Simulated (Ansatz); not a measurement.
Consider the ligand exchange at the Si–O bond: `[SiH3][O][In]([SH])[O][SiH3]` + `[OH][GeH]([F])[F]` → `[F][GeH]([F])[O][SiH3]` + `[OH][In]([SH])[O][SiH3]`.

Computed with Ansatz on PBE0-D4/def2-TZVP structures; ΔE is electronic, products minus reactants. CCSD(T)/CBS adds triple-zeta CCSD(T) − MP2 to the extrapolated MP2 energy (def2 sets, frozen cores). def2 core potentials past Kr. For Ge, In outer-core shells are correlated without core-valence functions, which leaves a few kJ/mol of doubt a bond. Scalar relativity is left out up to krypton. One conformer a species, not always the lowest.

`[SiH3][O][In]([SH])[O][SiH3]`:

Z-matrix (Å, degrees):
```
Si
O 1 1.633
H 1 1.492 2 111.3
H 1 1.489 2 111.0 3 120.4
H 1 1.487 2 108.9 3 -119.7
In 2 1.963 1 136.8 3 -32.1
O 6 1.968 2 115.6 1 -7.1
S 6 2.343 2 123.1 1 172.9
Si 7 1.633 6 136.9 2 -6.7
H 8 1.345 6 91.8 2 179.7
H 9 1.487 7 108.9 6 -151.8
H 9 1.489 7 111.1 6 88.3
H 9 1.492 7 111.3 6 -32.1
```

`[OH][GeH]([F])[F]`:

Z-matrix (Å, degrees):
```
Ge
F 1 1.720
F 1 1.720 2 103.5
O 1 1.742 2 109.3 3 -116.4
H 1 1.516 2 111.5 3 120.0
H 4 0.961 1 114.0 2 56.4
```

`[F][GeH]([F])[O][SiH3]`:

```xyz
9

F    -2.309   -0.654    0.456
Ge   -0.783   -0.576    1.240
F    -0.107   -2.142    1.035
O     0.208    0.560    0.392
Si    0.840    0.718   -1.126
H    -0.941   -0.233    2.709
H     0.211   -0.254   -2.056
H     0.578    2.103   -1.586
H     2.303    0.478   -1.064
```

`[OH][In]([SH])[O][SiH3]`:

```xyz
10

O     2.670    1.714    0.570
In    1.262    0.706   -0.356
S     1.138    0.246   -2.657
O    -0.149    0.057    0.877
Si   -1.516   -0.805    0.688
H     2.493    1.765    1.514
H    -0.017   -0.426   -2.495
H    -2.699   -0.020    1.136
H    -1.454   -2.069    1.471
H    -1.728   -1.169   -0.749
```

| species | CCSD(T)/def2-TZVPP energy (Eh) |
| --- | --- |
| `[SiH3][O][In]([SH])[O][SiH3]` | -1319.95037 |
| `[OH][GeH]([F])[F]` | -2351.53832 |
| `[F][GeH]([F])[O][SiH3]` | -2641.82989 |
| `[OH][In]([SH])[O][SiH3]` | -1029.65696 |

Work out ΔE.

ΔE = (-2641.82989) + (-1029.65696) − (-1319.95037) − (-2351.53832) = 0.00184 Eh = +4.8 kJ/mol. CCSD(T)/CBS gives +3.8 kJ/mol.

Largest T1 diagnostic among the species: 0.016.
